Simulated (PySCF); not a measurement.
Structure problem from calculated spectra and properties.

Formula: C6H5NS.

| Property | Result |
| --- | --- |
| Rotational structure | rotational constants A, B, C: 4.002, 1.734, 1.210 GHz [PBE0-D3(BJ)/def2-SVP] |
| UV, first state | lowest singlet excitation: 5.18 eV (239 nm, f = 0.262) [TDDFT CAM-B3LYP/def2-SVPD] |
| 1H NMR | chemical shifts (computed TMS as zero) by class: 7.74 (1 H), 7.02 (1 H), 6.90 (1 H), 6.86 (1 H), 6.60 (1 H) ppm [GIAO PBE/pcSseg-2] |
| Polarisability | 92.2 au [CAM-B3LYP/def2-SVPD] |
| 13C NMR | chemical shifts (computed TMS as zero) by class: 143.9 (1 C), 135.1 (1 C), 130.9 (1 C), 124.4 (1 C), 113.4 (1 C), 107.1 (1 C) ppm [GIAO PBE/pcSseg-2] |
| Dipole | 2.63 D [CAM-B3LYP/def2-SVPD] |

Electronic properties: PySCF, gas phase, density fitting. Levels stand in brackets. Isolated species at its PBE0-D3(BJ)/def2-SVP geometry, gas phase. NMR classes are plain means over equivalent atoms (diastereotopic ones count apart unless rotation or inversion swaps them), as if these changed places fast.

Q: Propose a structure and show how it fits.

A: Numbering: `[cH:1]1[cH:2][c:3]2[s:4][cH:5][cH:6][c:7]2[nH:8]1`. Its formula, C6H5NS, gives 5 degrees of unsaturation: 2 rings and 3 π bonds in the structure found (Kekulé form). 6 carbons fall into 6 classes; from least to most shielded: ring-fusion aromatic carbon [C7] (143.9 ppm), ring-fusion aromatic carbon [C3] (135.1 ppm), aromatic CH next to a ring sulfur [C5] (130.9 ppm), aromatic CH next to a ring nitrogen [C1] (124.4 ppm), aromatic CH carbon [C6] (113.4 ppm), aromatic CH carbon [C2] (107.1 ppm). Hydrogen classes from least to most shielded: 1 H on a pyrrole-type nitrogen, N8 (7.74 ppm), 1 H on an aromatic CH next to a ring sulfur, C5 (7.02 ppm), 1 H on an aromatic CH next to a ring nitrogen, C1 (6.90 ppm), 1 H on an aromatic CH carbon, C6 (6.86 ppm), 1 H on an aromatic CH carbon, C2 (6.60 ppm). The optimised geometry has point group Cs and is an asymmetric top. Structure: `c1cc2sccc2[nH]1`. The assignments are read from this structure; whether some other isomer fits the data as well wasn't checked.
